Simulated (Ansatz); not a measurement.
Harmonic frequencies (cm⁻¹) at PBE0-D4/def2-TZVP from Ansatz: 185, 194, 496, 510, 691, 708, 709, 721, 746, 905, 960, 1008, 1023, 1189, 1409, 1424, 2286, 3133, 3135, 3207, 3221.

Q: Which molecule is it?
A. `CC[Si]Cl`
B. `C=C[SiH2]Cl`
C. `ClC1C[SiH2]1`
D. `Cl[SiH]1CC1`

A: D.
